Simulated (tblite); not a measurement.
Compound: C6H10O2Si.
Cartesian coordinates in Å at the GFN2-xTB level; atoms count from 1:
```xyz
19
C6H10O2Si angstrom
C     -2.110   -0.861   -0.964
C     -0.862   -0.419   -0.986
C     -0.174    0.207    0.151
C     -0.773    1.374    0.785
O     -0.229    2.000    1.676
O     -2.000    1.715    0.347
Si     0.642   -0.840    1.581
C      1.368    0.227    0.221
C      2.147   -0.359   -0.933
H     -2.720   -0.796   -0.079
H     -2.574   -1.289   -1.836
H     -0.282   -0.513   -1.895
H     -2.307    2.487    0.847
H      0.594   -2.266    1.303
H      0.471   -0.355    2.930
H      1.742    1.204    0.513
H      2.047    0.267   -1.820
H      3.203   -0.409   -0.674
H      1.807   -1.364   -1.175
```

Computed values, GFN2-xTB/tblite, gas phase, harmonic and unscaled. Errors from tens to a few hundred cm⁻¹ against measured bands are possible. Modes of hydrogen on silicon can be 10 to 20 % off. One conformer, not necessarily the lowest.

Harmonic wavenumbers (cm⁻¹): 43.6, 63.9, 102.4, 167.5, 185.8, 224.5, 244.9, 256.0, 324.2, 373.7, 430.1, 482.9, 501.7, 524.4, 544.0, 570.7, 582.1, 667.5, 691.8, 716.2, 736.1, 773.7, 875.4, 971.8, 999.2, 1004.6, 1017.6, 1061.9, 1104.7, 1121.9, 1165.2, 1220.5, 1296.9, 1309.0, 1328.7, 1408.5, 1413.5, 1498.4, 1503.1, 1683.8, 1697.8, 2350.0, 2439.5, 2994.7, 3012.6, 3025.6, 3030.2, 3054.2, 3108.6, 3133.5, 3460.0.

A = 1683, B = 1284, C = 1000 MHz; mass 142.045 u (most abundant isotopes); point group C1, symmetry number 1.

Task: What is the zero-point energy?

Result: Half the sum of the wavenumbers: 31250 cm⁻¹ = 89.35 kcal/mol.

Task: What is S at 400 K and 1 bar for an ideal gas of classical rigid rotors and harmonic oscillators?

Result: Translation 42.25, rotation 30.26, vibration 43.72: S = 116.2 cal/(mol K).

Task: And Cp and H(400 K) − H(0)?

Result: Cp = 52.77 cal/(mol K), of which vibrations give 44.82 (their classical limit is 51 R = 101.3); H(400 K) − H(0) = 12.40 kcal/mol without the zero-point energy, 9.22 from vibrations.

Task: What must be added to the electronic energy to get the Gibbs energy at 400 K and 1 bar?

Result: ZPE + [H(400 K) − H(0)] − T·S = 89.35 + 12.40 − 46.49 = 55.26 kcal/mol.

Task: Blend soft modes into free rotors: weight 1/[1 + (100 cm⁻¹/ν̃)⁴] for the oscillator and the rest for a rotor with moment μB/(μ + B), μ = h/(8π²ν), B = 10⁻⁴⁴ kg m². What vibrational entropy results?

Result: 40.47 cal/(mol K) in place of 43.72, which changes −T·S at 400 K by +1.30 kcal/mol.

Hindered rotation and anharmonicity are outside this model. Other conformers, if any are populated, would add a mixing term that is left out. The structure is chiral; the term R ln 2 for an equal mix with its mirror image is left out.
